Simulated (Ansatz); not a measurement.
Harmonic frequencies (cm⁻¹) at PBE0-D4/def2-TZVP from Ansatz: 86, 160, 208, 244, 294, 385, 437, 506, 524, 683, 753, 827, 889, 924, 1017, 1019, 1044, 1291, 1440, 1582, 1676, 2250, 3131, 3144, 3224, 3600, 3694.

Each molecule was computed in one conformer, which needn't be the lowest.

Task: Which molecule is it?
A. `C=CN[SiH2]Cl`
B. `C[Si]1(Cl)CN1`
C. `C=C[SiH](N)Cl`
D. `CN(C)[Si]Cl`

Result: C.
